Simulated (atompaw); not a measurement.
**Before and after: PAW (atompaw) potential for zinc**

atompaw 4.2.0.5 input, output lines left out:

```
Zn 30
LDA-PW scalarrelativistic loggrid 1500 logderivrange -11 5 401
4 4 3 0 0 0
4 1 0
0 0 0
c
c
v
v
c
v
v
v
2
1.10 1.05 0.80 0.65
n
n
y
1.25
n
custom rrkj vanderbiltortho besselshape
bessel
1.10
1.10
1.10
1.10
1.10
1.10
```

All-electron outer shells of the reference configuration (LDA (PW92), scalar-relativistic, ld1.x):

| shell | level (eV) | outermost node (bohr) | outermost maximum (bohr) |
| --- | --- | --- | --- |
| 2s | -1156.17 | 0.07 | 0.19 |
| 2p | -1003.45 | – | 0.15 |
| 3s | -128.63 | 0.28 | 0.59 |
| 3p | -83.26 | 0.25 | 0.59 |
| 3d | -10.42 | – | 0.56 |
| 4s | -6.22 | 0.85 | 2.09 |
| 4p | -1.23 | 0.92 | 3.04 |

Change: all radii scaled by about 1.29 (s 1.42, p 1.42, d 1.42 bohr); local potential bessel scheme, radius 1.04 bohr; augmentation besselshape compensation charge, radius 1.36 bohr; PAW radius 1.42 bohr; waves and projectors: custom rrkj vanderbiltortho; core correction smooth core density matched at 0.84 bohr.

Cutoffs: the cutoffs (Ry, on a coarse ladder) from which the occupation-weighted sum of valence levels, in a spherical-Bessel basis at the reference potential, stays within 10 and 1 mRy of its value at 400 Ry; they do not see the model core or the augmentation charge, which bear on the density cutoff.

Problem. What does the change do?

Solution. The potential gets softer (120 Ry and 200 Ry → 70 Ry and 110 Ry); neither file shows a bound ghost. A larger radius leaves more room for a smooth pseudo-wave, so fewer plane waves are needed.

```tsv
quantity	base	changed
cutoff, loose	120 Ry	70 Ry
cutoff, tight	200 Ry	110 Ry
loose cutoff by channel (10 mRy a level)	s 50 Ry, p 60 Ry, d 80 Ry	s 45 Ry, p 35 Ry, d 40 Ry
bound ghosts	none	none
lowest overlap eigenvalue by channel	s 0.08, p 0.20, d 1.00	s 0.13, p 0.09, d 0.28
```

 The cutoffs see the waves, projectors and local potential, not the compensation charge or the core.
